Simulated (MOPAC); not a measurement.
A run for MOPAC: AM1 on CH6Ge (SMILES [CH3][GeH3]), a point of a bond scan (R = 1.634 Å).

```
AM1 1SCF PRECISE CHARGE=0 THREADS=1
CH6Ge

Ge    -0.38835125 1     0.04640901 1    -0.00852656 1
C      1.56306430 1    -0.18679033 1     0.03431833 1
H     -1.01360672 1    -0.86595548 1    -1.08094616 1
H     -0.74620326 1     1.50809990 1    -0.33843382 1
H     -1.00099970 1    -0.31222034 1     1.35876419 1
H      1.93846219 1    -1.73837938 1     0.38453888 1
H      2.00262959 1     0.45945623 1     0.79343740 1
H      1.99370484 1     0.06745653 1    -0.93368027 1
```

The log:

```
*******************************************************************************
 **                                                                           **
 **                              MOPAC v23.2.5                                **
 **                                                                           **
 *******************************************************************************
 ** MOPAC's Digital Object Identifier: https://doi.org/10.5281/zenodo.6511958 **
 **                                                                           **
 ** Please cite the open-source release paper for use of this MOPAC version:  **
 ** J. E. Moussa and J. J. P. Stewart (2026)                                  **
 ** MOPAC: An open-source semiempirical molecular orbital program             **
 ** J. Open Source Softw., 11(119), 8025, https://doi.org/10.21105/joss.08025 **
 *******************************************************************************

                              AM1 CALCULATION RESULTS

 *******************************************************************************
 *  AM1        - The AM1 Hamiltonian to be used
 *
 *
 *
 *                 CHARGE ON SYSTEM = 0
 *
 *
 *
 *  PRECISE    - TIGHTER CRITERIA TO BE USED
 *  1SCF       - DO 1 SCF AND THEN STOP
 *  THREADS=1  - MULTI-THREADING NOT USED
 *  T=         - A TIME OF 172800.0 SECONDS REQUESTED
 *  DUMP=N     - RESTART FILE WRITTEN EVERY 7200.0 SECONDS REQUESTED
 *******************************************************************************
AM1 1SCF PRECISE CHARGE=0 THREADS=1
 CH6Ge

   ATOM   CHEMICAL          X               Y               Z
  NUMBER   SYMBOL      (ANGSTROMS)     (ANGSTROMS)     (ANGSTROMS)

     1      Ge         -0.38835125  *   0.04640901  *  -0.00852656  *
     2       C          1.56306430  *  -0.18679033  *   0.03431833  *
     3       H         -1.01360672  *  -0.86595548  *  -1.08094616  *
     4       H         -0.74620326  *   1.50809990  *  -0.33843382  *
     5       H         -1.00099970  *  -0.31222034  *   1.35876419  *
     6       H          1.93846219  *  -1.73837938  *   0.38453888  *
     7       H          2.00262959  *   0.45945623  *   0.79343740  *
     8       H          1.99370484  *   0.06745653  *  -0.93368027  *



          CARTESIAN COORDINATES

    NO.       ATOM           X           Y           Z

     1        Ge         -0.3884      0.0464     -0.0085
     2         C          1.5631     -0.1868      0.0343
     3         H         -1.0136     -0.8660     -1.0809
     4         H         -0.7462      1.5081     -0.3384
     5         H         -1.0010     -0.3122      1.3588
     6         H          1.9385     -1.7384      0.3845
     7         H          2.0026      0.4595      0.7934
     8         H          1.9937      0.0675     -0.9337

  H: (AM1): M.J.S. DEWAR ET AL, J. AM. CHEM. SOC. 107 3902-3909 (1985)
  C: (AM1): M.J.S. DEWAR ET AL, J. AM. CHEM. SOC. 107 3902-3909 (1985)
 Ge: (AM1): M.J.S.Dewar and C.Jie, Organometallics, 8, 1544, (1989)

           Empirical Formula: C H6 Ge  =     8 atoms



      MOLECULAR POINT GROUP   :   Cs


      RHF CALCULATION, NO. OF DOUBLY OCCUPIED LEVELS = 7


 -------------------------------------------------------------------------------
 AM1 1SCF PRECISE CHARGE=0 THREADS=1
 CH6Ge



     1SCF WAS SPECIFIED, SO BFGS WAS NOT USED
     SCF FIELD WAS ACHIEVED


                              AM1 CALCULATION
                                                       MOPAC v23.2.5 Linux




          FINAL HEAT OF FORMATION =         69.46552 KCAL/MOL =     290.64375 KJ/MOL


          COSMO AREA              =        100.48 SQUARE ANGSTROMS
          COSMO VOLUME            =         86.65 CUBIC ANGSTROMS

          IONIZATION POTENTIAL    =         10.550474 EV
          HOMO LUMO ENERGIES (EV) =        -10.550  0.864
          NO. OF FILLED LEVELS    =          7
          MOLECULAR WEIGHT        =         90.6484         POINT GROUP:  Cs

          MOLECULAR DIMENSIONS (Angstroms)

            Atom       Atom       Distance
            H     6    H     4     4.27431
            H     8    H     5     3.59390
            H     3    H     7     3.43591


          SCF CALCULATIONS        =          1





   ATOM   CHEMICAL          X               Y               Z
  NUMBER   SYMBOL      (ANGSTROMS)     (ANGSTROMS)     (ANGSTROMS)

     1      Ge         -0.38835125  *   0.04640901  *  -0.00852656  *
     2       C          1.56306430  *  -0.18679033  *   0.03431833  *
     3       H         -1.01360672  *  -0.86595548  *  -1.08094616  *
     4       H         -0.74620326  *   1.50809990  *  -0.33843382  *
     5       H         -1.00099970  *  -0.31222034  *   1.35876419  *
     6       H          1.93846219  *  -1.73837938  *   0.38453888  *
     7       H          2.00262959  *   0.45945623  *   0.79343740  *
     8       H          1.99370484  *   0.06745653  *  -0.93368027  *

                             CARTESIAN COORDINATES

   1   Ge       -0.388351250     0.046409010    -0.008526560
   2    C        1.563064300    -0.186790330     0.034318330
   3    H       -1.013606720    -0.865955480    -1.080946160
   4    H       -0.746203260     1.508099900    -0.338433820
   5    H       -1.000999700    -0.312220340     1.358764190
   6    H        1.938462190    -1.738379380     0.384538880
   7    H        2.002629590     0.459456230     0.793437400
   8    H        1.993704840     0.067456530    -0.933680270


           Empirical Formula: C H6 Ge  =     8 atoms



      MOLECULAR POINT GROUP   :   Cs


                  EIGENVALUES
 -27.29562 -14.75581 -13.60088 -12.11636 -11.27010 -11.25991 -10.55047   0.86424
   0.94327   1.04163   1.79808   2.90608   4.75087   5.06325


              NET ATOMIC CHARGES AND DIPOLE CONTRIBUTIONS

  ATOM NO.   TYPE          CHARGE      No. of ELECS.   s-Pop       p-Pop
    1         Ge           0.286659        3.7133     0.90130     2.81204
    2          C          -0.348808        4.3488     1.31337     3.03544
    3          H          -0.051244        1.0512     1.05124
    4          H          -0.050814        1.0508     1.05081
    5          H          -0.051244        1.0512     1.05124
    6          H           0.062887        0.9371     0.93711
    7          H           0.076282        0.9237     0.92372
    8          H           0.076282        0.9237     0.92372
 DIPOLE           X         Y         Z       TOTAL
 POINT-CHG.    -0.426    -0.033     0.010     0.427
 HYBRID         0.509     0.083    -0.022     0.517
 SUM            0.084     0.050    -0.012     0.098


          ATOMIC ORBITAL ELECTRON POPULATIONS

     Atom    s        px        py        pz
    1 Ge   0.90130   0.89805   0.95443   0.95956
    2  C   1.31337   1.02840   0.99106   1.01597
    3  H   1.05124
    4  H   1.05081
    5  H   1.05124
    6  H   0.93711
    7  H   0.92372
    8  H   0.92372

 **********************
 *                    *
 * JOB ENDED NORMALLY *
 *                    *
 **********************




 == MOPAC DONE ==
```

The run finished.

Cost: very roughly 0.04 core-seconds.
